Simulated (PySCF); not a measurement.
# SrGa: frontier orbitals

PBEsol at R = 3.290 Å; Sr def2-SVP with ECP28, Ga def2-SVP; scalar-relativistic core potentials (PySCF 2.14). State: ²Π (doublet), unpaired electrons π ↑. Only the outer orbitals are listed, counted within each symmetry, core potentials removing the inner ones.

```json
{"spin": "α", "orbital": "1δ", "occ.": "1", "ε (eV)": "-19.31", "on Sr (%)": "0", "main shells (%)": "100 Ga d"}
{"spin": "α", "orbital": "4π", "occ.": "1", "ε (eV)": "-19.29", "on Sr (%)": "0", "main shells (%)": "100 Ga d"}
{"spin": "α", "orbital": "1δ", "occ.": "1", "ε (eV)": "-19.26", "on Sr (%)": "0", "main shells (%)": "100 Ga d"}
{"spin": "α", "orbital": "4π", "occ.": "1", "ε (eV)": "-19.16", "on Sr (%)": "0", "main shells (%)": "100 Ga d"}
{"spin": "α", "orbital": "8σ", "occ.": "1", "ε (eV)": "-19.16", "on Sr (%)": "0", "main shells (%)": "100 Ga d"}
{"spin": "α", "orbital": "9σ", "occ.": "1", "ε (eV)": "-8.56", "on Sr (%)": "9", "main shells (%)": "91 Ga s"}
{"spin": "α", "orbital": "10σ", "occ.": "1", "ε (eV)": "-3.78", "on Sr (%)": "63", "main shells (%)": "61 Sr s, 34 Ga p"}
{"spin": "α", "orbital": "5π", "occ.": "1", "ε (eV)": "-2.94", "on Sr (%)": "28", "main shells (%)": "72 Ga p, 18 Sr d, 10 Sr p"}
{"spin": "α", "orbital": "5π", "occ.": "0", "ε (eV)": "-2.78", "on Sr (%)": "29", "main shells (%)": "70 Ga p, 19 Sr d, 10 Sr p"}
{"spin": "α", "orbital": "11σ", "occ.": "0", "ε (eV)": "-2.42", "on Sr (%)": "62", "main shells (%)": "38 Ga p, 33 Sr s, 19 Sr d"}
{"spin": "α", "orbital": "12σ", "occ.": "0", "ε (eV)": "-1.29", "on Sr (%)": "97", "main shells (%)": "53 Sr d, 44 Sr p"}
{"spin": "β", "orbital": "1δ", "occ.": "1", "ε (eV)": "-19.29", "on Sr (%)": "0", "main shells (%)": "100 Ga d"}
{"spin": "β", "orbital": "4π", "occ.": "1", "ε (eV)": "-19.27", "on Sr (%)": "0", "main shells (%)": "100 Ga d"}
{"spin": "β", "orbital": "1δ", "occ.": "1", "ε (eV)": "-19.20", "on Sr (%)": "0", "main shells (%)": "100 Ga d"}
{"spin": "β", "orbital": "4π", "occ.": "1", "ε (eV)": "-19.09", "on Sr (%)": "0", "main shells (%)": "100 Ga d"}
{"spin": "β", "orbital": "8σ", "occ.": "1", "ε (eV)": "-19.08", "on Sr (%)": "0", "main shells (%)": "100 Ga d"}
{"spin": "β", "orbital": "9σ", "occ.": "1", "ε (eV)": "-7.97", "on Sr (%)": "11", "main shells (%)": "88 Ga s"}
{"spin": "β", "orbital": "10σ", "occ.": "1", "ε (eV)": "-3.62", "on Sr (%)": "81", "main shells (%)": "77 Sr s, 17 Ga p"}
{"spin": "β", "orbital": "5π", "occ.": "0", "ε (eV)": "-2.48", "on Sr (%)": "34", "main shells (%)": "65 Ga p, 23 Sr d, 12 Sr p"}
{"spin": "β", "orbital": "11σ", "occ.": "0", "ε (eV)": "-2.21", "on Sr (%)": "47", "main shells (%)": "51 Ga p, 24 Sr d, 12 Sr s"}
{"spin": "β", "orbital": "5π", "occ.": "0", "ε (eV)": "-1.99", "on Sr (%)": "42", "main shells (%)": "57 Ga p, 30 Sr d, 13 Sr p"}
```

Task: Which are the highest filled and the lowest empty level, where do they sit, and how wide is the gap?

Result: Highest filled α 5π at -2.94 eV (in %: 72 Ga p, 18 Sr d, 10 Sr p); lowest empty α 5π at -2.78 eV (in %: 70 Ga p, 19 Sr d, 10 Sr p); the gap at PBEsol is 0.16 eV. Both belong to one degenerate shell, split only by its one-sided filling, so this is no excitation gap.

* bond order (Mayer): 1.36
* ⟨S²⟩: 0.820
* charge on Sr (Mulliken, basis-dependent): 0.08
* charge on Sr (Löwdin, basis-dependent): -0.02
* dipole moment (positive dipole means Sr(−)Ga(+)): -2.65 D

Spin–orbit coupling is left out. The state was picked by a PBE0 search and need not be the measured ground state.
